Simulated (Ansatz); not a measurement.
ClGeHS (`[SH][Ge][Cl]`). The species carries charge 0 and has multiplicity 1.

Z-matrix (Å, degrees):
```
S
Ge 1 2.239
H 1 1.344 2 96.1
Cl 2 2.198 1 99.3 3 0.0
```

What are the harmonic wavenumbers in cm⁻¹ at PBE0-D4/def2-TZVP (Ansatz, finite differences of forces, unscaled)? (Best estimate.)

Computed: 164, 350, 381, 393, 629, 2710.

Is this a minimum?

Yes, all 6 modes are real.

Give the ideal-gas thermochemistry at 298.15 K and 1 bar (rigid rotor, harmonic oscillator; point group Cs, symmetry number 1).

Zero-point energy 27.7 kJ/mol; H(298) − E = 42.2 kJ/mol; entropy 307.8 J/(mol·K), of which translation 170.6, rotation 111.7, vibration 25.5; G(298) − E = -49.5 kJ/mol.

And at 400, 500, 600, 800 and 1000 K?


```json
{"T (K)": "400", "H − E (kJ/mol)": "49.0", "S (J/mol/K)": "327.3", "G − E (kJ/mol)": "-81.9"}
{"T (K)": "500", "H − E (kJ/mol)": "56.0", "S (J/mol/K)": "342.8", "G − E (kJ/mol)": "-115.4"}
{"T (K)": "600", "H − E (kJ/mol)": "63.1", "S (J/mol/K)": "355.8", "G − E (kJ/mol)": "-150.4"}
{"T (K)": "800", "H − E (kJ/mol)": "77.8", "S (J/mol/K)": "377.0", "G − E (kJ/mol)": "-223.8"}
{"T (K)": "1000", "H − E (kJ/mol)": "92.9", "S (J/mol/K)": "393.8", "G − E (kJ/mol)": "-300.9"}
```
